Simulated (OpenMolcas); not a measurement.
## Fe3+, Ru3+, Os3+: d5 down the group

```
Program             : OpenMolcas
Method              : MS-CASPT2, IPEA 0.25 Eh, imaginary shift 0.1 Eh
Basis               : ANO-RCC-VTZP
Scalar Hamiltonian  : DKH2, point nucleus
Spin-orbit coupling : state interaction with AMFI integrals over the reference wave functions, term energies averaged over their components
```

Active space for each ion: 5 electrons in 5 orbitals (d); closed shells correlated by CASPT2: Fe3+ 3s 3p; Ru3+ 4s 4p; Os3+ 5s 5p.

Computed levels in cm-1 above 6S 5/2:

```
                               Level   Fe3+   Ru3+   Os3+
                              4G 7/2  33950  24190  21820
                             4G 11/2  33960  24270  22910
                              4G 9/2  33960  24330  23600
                              4P 1/2  37570  27490  25110
                              4D 7/2  40570  28610  27640
                              4D 1/2  40660  29480  31190
                             2I 11/2  49720  35610  33320
                             2I 13/2  49800  36120  36290
                           2F 7/2(1)  54760  41010  45550
weight of 6S in the lowest level (%)    100     99     89
```

Mixed levels, with the weight of the term that names them: Ru3+ 4P 1/2 (71 %), Ru3+ 4D 1/2 (71 %), Ru3+ 2F 7/2(1) (74 %), Os3+ 4G 7/2 (68 %), Os3+ 4P 1/2 (60 %), Os3+ 4D 7/2 (71 %), Os3+ 4D 1/2 (64 %), Os3+ 2F 7/2(1) (58 %).

Measured, with the error of the calculation in %. Measured levels: Fe3+ from Corliss and Sugar, J. Phys. Chem. Ref. Data 11, 135 (1982).

| Level | Fe3+ |
| --- | --- |
| 4G 11/2 | 32246 (+5.3) |
| 4P 1/2 | 35407 (+6.1) |
| 4D 7/2 | 38779 (+4.6) |
| 4D 1/2 | 38897 (+4.5) |
| 2F 7/2(1) | 51394 (+6.5) |

Without spin-orbit coupling 4G lies 33950, 24240, 22550 cm-1 above 6S in that order; the difference to the level 4G 7/2, of either sign, comes from spin-orbit coupling, which also lowers the zero.

CASPT2 does not keep the components of a term degenerate, so their means are used; among the terms shown or strongly mixed into the levels shown the widest spread is 760 cm-1 (4d5 4F, Ru3+). Blocks of more than 70 roots (2S+1 = 2 even) ran without multistate coupling. Terms from blocks run as CI alone lack orbitals of their own. Measured partners are found by configuration, term and J. A level has none where our copy of the source lacks it or the pairing is in doubt (some pairs that miss far off the trend of their configuration count as doubtful), and it then counts in no deviation. Only configurations of the active space appear.

A number in round brackets counts repeated terms of one configuration in the order of the reference energies.
